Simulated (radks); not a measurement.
Results of a calculation; reference values are marked as such.
Problem. All-electron atom: the lead ion Pb28+ in [Kr] 4d10 4f8. Code: a radial shooting solver on a logarithmic mesh with Libxc functionals. Model: scalar-relativistic Kohn-Sham, r2SCAN, spin-polarised, spherical densities, finite nucleus; open shells are filled with parallel spins first (spin-orbit coupling, left out, can overturn this in heavy ions); meta-GGA in the generalised Kohn-Sham scheme; Fermi nuclear charge, rms radius 5.5012 fm. Some entries of the table are withheld. Estimate them.

| orbital | occ. | eigenvalue (Ry) | r(max) (bohr) |
|---|---|---|---|
| 1s down | 1 | -6547.886 | 0.009845 |
| 1s up | 1 | -6547.884 | 0.009845 |
| 2s up | 1 | -1227.849 | 0.05714 |
| 2s down | 1 | -1227.840 | 0.05714 |
| 2p up | 3 | -1062.745 | 0.04760 |
| 2p down | 3 | -1062.735 | 0.04760 |
| 3s up | 1 | -345.7078 | 0.1610 |
| 3s down | 1 | -345.0328 | 0.1608 |
| 3p up | 3 | -298.1204 | 0.1611 |
| 3p down | 3 | -297.4309 | 0.1609 |
| 3d up | 5 | -249.5119 | 0.1314 |
| 3d down | 5 | -248.9877 | 0.1312 |
| 4s up | 1 | -126.0636 | 0.3573 |
| 4s down | 1 | -125.0871 | 0.3576 |
| 4p up | 3 | -109.7944 | 0.3747 |
| 4p down | 3 | -108.8712 | 0.3750 |
| 4d up | 5 | -91.12462 | 0.3762 |
| 4d down | 5 | -90.19132 | 0.3767 |
| 4f up | 7 | (1) | 0.3270 |
| 4f down | 1 | (2) | 0.3282 |
| 5s up | 0 | (3) | 0.7002 |
| 5s down | 0 | (4) | 0.7031 |
| 5p up | 0 | -55.26668 | (5) |
| 5p down | 0 | -54.77504 | (6) |

Solution. 
(1) 4f up eigenvalue (Ry): -71.08968
(2) 4f down eigenvalue (Ry): -70.02244
(3) 5s up eigenvalue (Ry): -61.52516
(4) 5s down eigenvalue (Ry): -60.98432
(5) 5p up r(max) (bohr): 0.7480
(6) 5p down r(max) (bohr): 0.7519
